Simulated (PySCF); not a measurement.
**RbS at PBE0**

Level: PBE0. PySCF, spin-free X2C with a Gaussian nucleus, basis sets Rb x2c-TZVPall, S x2c-TZVPall.

| Quantity | Value |
| --- | --- |
| state | ²Π (doublet), unpaired electrons π ↑ |
| bond length | 2.926 Å |
| harmonic wavenumber | 217 cm⁻¹ |
| force constant | 0.643 mdyn/Å |
| rotational constant Be | 0.08479 cm⁻¹ |
| anharmonicity ωexe | 0.790 cm⁻¹ |
| vibration–rotation constant αe | 0.000438 cm⁻¹ |
| well depth De to Rb + S | 2.66 eV |
| dissociation energy D0 | 2.65 eV |
| bond order (Mayer) | 0.66 |
| dipole moment (positive dipole means Rb(−)S(+)) | -10.19 D |

Spin–orbit coupling is left out. The state was picked by a PBE0 search and need not be the measured ground state.
